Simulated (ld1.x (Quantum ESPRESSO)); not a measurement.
u(r) = r·R(r): atom against pseudo-atom (aluminium)

Columns: radius, all-electron u(r) and pseudo u(r) of the 3p shell (level -3.32 eV) of aluminium in the configuration [Ne] 3s1 3p2; PBEsol, scalar-relativistic, ultrasoft scheme, ld1.x (Quantum ESPRESSO) 7.5.

```
r (bohr)  all-electron   pseudo
   0.105        0.0826  -0.0029
   0.210        0.1789  -0.0117
   0.315        0.2227  -0.0260
   0.420        0.2176  -0.0456
   0.525        0.1792  -0.0698
   0.630        0.1213  -0.0981
   0.735        0.0536  -0.1299
   0.840       -0.0175  -0.1643
   0.945       -0.0878  -0.2007
   1.050       -0.1550  -0.2383
   1.155       -0.2176  -0.2764
   1.260       -0.2748  -0.3143
   1.365       -0.3264  -0.3515
   1.470       -0.3726  -0.3872
   1.575       -0.4134  -0.4209
   1.680       -0.4490  -0.4522
   1.785       -0.4796  -0.4805
   1.890       -0.5053  -0.5054
   1.995       -0.5263  -0.5263
   2.100       -0.5430  -0.5430
   2.205       -0.5557  -0.5557
   2.310       -0.5648  -0.5648
   2.415       -0.5706  -0.5706
   2.520       -0.5735  -0.5735
   2.625       -0.5736  -0.5736
   2.730       -0.5715  -0.5715
```

How many radial nodes do the two functions have?

The all-electron 3p function has n − l − 1 = 1; the pseudo-wave has 0, since the states of the same l below it are removed with the core.

At about which radius was the pseudo-wave matched?

2.00 bohr. The columns agree to 0.0005 from 1.89 bohr on; several derivatives are matched, so the curves merge somewhat inside the radius.

Where does each function peak?

Outermost all-electron maximum near 2.62 bohr, pseudo maximum near 2.62 bohr (to the table’s step).

Is the pseudo-wave norm-conserving?

No, it belongs to an ultrasoft set: the norm inside the radius is not constrained, and the difference is carried by the augmentation charge.
